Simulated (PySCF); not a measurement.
H₄S₂Si, SMILES S[SiH2]S. Atoms are numbered in the order given.

```xyz
7

Si     0.0000     0.0000    -0.7886
S     -1.7956    -0.0521     0.3797
S      1.7956     0.0521     0.3797
H     -0.1006    -1.2126    -1.6254
H      0.1006     1.2126    -1.6254
H     -1.5167     1.0668     1.0712
H      1.5167    -1.0668     1.0712
```

Coordinates come from a B3LYP-D3(BJ)/def2-TZVP optimisation. The values are those of a single conformer.

The numbers are results of B3LYP/pcJ-1 (PySCF), not measurements.

Isotropic couplings with Fermi-contact, spin-dipole and both spin-orbit terms, one fixed conformer, no vibrational averaging. Isotopes: 1H, 29Si.

| pair | bonds apart | J (Hz) |
|---|---|---|
| Si1–H4 | 1 | [?] |
| Si1–H5 | 1 | [?] |
| Si1–H6 | 2 | 5.4 |
| Si1–H7 | 2 | 5.4 |
| H4–H5 | 2 | 12.8 |
| H4–H6 | 3 | [?] |
| H4–H7 | 3 | [?] |
| H5–H6 | 3 | [?] |
| H5–H7 | 3 | [?] |

**Question.** What belongs in the gaps? (The exact figures need the calculation; the answer reports its results.)

**Answer.** 
- Si1–H4, J (Hz): -259.6
- Si1–H5, J (Hz): -259.6
- H4–H6, J (Hz): 10.8
- H4–H7, J (Hz): 2.2
- H5–H6, J (Hz): 2.2
- H5–H7, J (Hz): 10.8
